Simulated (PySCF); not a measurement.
Removing an electron from SiH2MeI

Compound: SiH2MeI, CH₅ISi.
Structure used (PBE0-D3(BJ)/def2-SVP), in Å, numbered top down from 1:
```
atom  x, y, z in Å
Si1    0.4802   -0.6006    0.3511
H2     0.4761   -0.6428    1.8414
H3     1.8864   -0.6685   -0.1400
C4    -0.4120    0.9048   -0.3058
H5     0.0652    1.8203    0.0788
H6    -1.4656    0.8993    0.0101
H7    -0.3783    0.9258   -1.4050
I8    -0.6520   -2.6383   -0.4305
```

Level: wB97X-D/def2-SVPD (PySCF). Frontier orbitals with their largest atomic shares (Löwdin; up to four atoms above 4 %):

```
orbital  ε (eV)                          main atoms
 HOMO−3  -11.82   C4 37 %, Si1 29 %, H3 8 %, H2 7 %
 HOMO−2  -11.10           I8 60 %, Si1 22 %, C4 8 %
 HOMO−1   -9.31                                   ?
   HOMO   -9.30                                   ?
   LUMO    1.03   I8 53 %, Si1 26 %, H3 6 %, H2 6 %
 LUMO+1    1.87  Si1 34 %, I8 27 %, C4 15 %, H5 6 %
 LUMO+2    2.26   I8 61 %, Si1 14 %, H2 7 %, H3 7 %
```

Task: What vertical ionisation energy does ΔSCF give, and how far is −ε(HOMO) from it?

Result: ΔSCF: 9.75 eV (941 kJ/mol; threshold wavelength 127 nm); ⟨S²⟩ of the doublet left behind is 0.753, against 0.75 for a pure doublet. −ε(HOMO) is 9.30 eV, 0.45 eV below it. For the exact functional −ε(HOMO) would equal the first vertical ionisation energy; wB97X-D (range-separated hybrid) falls short of its own ΔSCF value by 5 %. Holes in the HOMO−1 and HOMO−2 were tried too where these lie within 1.2 eV of the HOMO; the lowest converged state counts.

Task: On which atoms does the HOMO lie?

Result: HOMO: I8 85 %, Si1 10 %; HOMO−1: I8 85 %, Si1 8 %, C4 4 %. These 2 orbitals lie within 0.02 eV of one another. The HOMO−2 lies 1.80 eV lower.

Task: Shift the occupied levels rigidly so that −ε(HOMO) equals the ΔSCF value. What binding energies result?

Result: The shift is +0.45 eV: HOMO 9.75, HOMO−1 9.76, HOMO−2 11.55, HOMO−3 12.27 eV. A rigid shift is only a rough guide to the deeper ionisations.

Task: What kinetic energy would electrons from this vertical process carry with He I light (21.218 eV)?

Result: 21.22 − 9.75 = 11.47 eV.

Task: How many of the 10 lowest singlet excitations (vertical TDDFT, same level) lie below the ionisation energy?

Result: All 10; they run from 5.71 to 7.92 eV.

Isolated species at its PBE0-D3(BJ)/def2-SVP geometry, gas phase. Atoms past krypton carry effective core potentials; spin–orbit coupling is left out.
